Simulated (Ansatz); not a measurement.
One change: `B[SiH](C)B[SiH3]` becomes `B[SiH](C)C#C`.

Ansatz, PBE0-D4/def2-TZVP geometries, multiplicity 1. Each molecule was computed in one conformer, which needn't be the lowest.

```tsv
property	`B[SiH](C)B[SiH3]`
LUMO energy (PBE/def2-TZVPP) / eV	-4.05
HOMO energy (PBE0/def2-TZVPP) / eV	-7.44
HOMO–LUMO gap (B3LYP/def2-TZVPP) / eV	3.96
size of the dipole moment (B3LYP/def2-TZVPP) / D	0.69
LUMO energy (B3LYP/def2-TZVPP) / eV	-3.30
HOMO energy (PBE/def2-TZVPP) / eV	-6.38
```

Problem. Give the same properties after the change, and the shifts. (Best estimate.)

Solution. Computed: 
```json
{"property": "LUMO energy (PBE/def2-TZVPP) / eV", "`B[SiH](C)C#C`": "-3.41", "shift": "0.64"}
{"property": "HOMO energy (PBE0/def2-TZVPP) / eV", "`B[SiH](C)C#C`": "-7.69", "shift": "-0.25"}
{"property": "HOMO–LUMO gap (B3LYP/def2-TZVPP) / eV", "`B[SiH](C)C#C`": "4.89", "shift": "0.93"}
{"property": "size of the dipole moment (B3LYP/def2-TZVPP) / D", "`B[SiH](C)C#C`": "0.68", "shift": "-0.01"}
{"property": "LUMO energy (B3LYP/def2-TZVPP) / eV", "`B[SiH](C)C#C`": "-2.59", "shift": "0.71"}
{"property": "HOMO energy (PBE/def2-TZVPP) / eV", "`B[SiH](C)C#C`": "-6.52", "shift": "-0.14"}
```

With PBE0 the HOMO falls by 0.25 eV and the LUMO rises by 0.76 eV, so the gap widens by about 1.01 eV. PBE moves the HOMO by -0.14 eV and ωB97M-V by -0.36 eV. Dipoles are sizes alone; their direction can turn.

B3LYP here is the variant with VWN-RPA as its local correlation; programs differ in this.
